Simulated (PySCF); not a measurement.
**Sn⁺ (tin, charge +1) across methods**

[Kr] 4d10 5s2 5p1, 2P determinant. All numbers are calculated (PySCF 2.14, the spin-free X2C one-electron Hamiltonian (Gaussian nucleus), in aug-cc-pVTZ-DK3 (8s7p5d2f, 68 functions)).

```csv
method,E (hartree),mean ε 5s α (eV),mean ε 5s β (eV),mean ε 5p α (eV),Σ⟨r²⟩ (bohr²),⟨S²⟩
UHF,-6173.27065,-21.894,-19.888,-14.025,45.90,0.761
BP86,-6176.71,-18.212,-17.595,-10.726,45.08,0.751
wB97X-V,-6175.71,-21.626,-20.603,-13.668,45.25,0.753
PBE0,-6175.65,-19.221,-18.265,-11.618,45.20,0.753
wB97M-V,-6175.56,-21.575,-20.520,-13.605,45.36,0.752
r2SCAN,-6176.00,-18.334,-17.522,-10.937,45.10,0.755
LDA,-6169.96,-18.366,-17.792,-10.683,45.05,0.751
r2SCANh,-6175.99,-18.789,-17.881,-11.303,45.11,0.755
```

Problem. Estimate the same row for PBE.

Solution. E (hartree) = -6175.58; mean ε 5s α (eV) = -18.040; mean ε 5s β (eV) = -17.384; mean ε 5p α (eV) = -10.614; Σ⟨r²⟩ (bohr²) = 45.24; ⟨S²⟩ = 0.752.
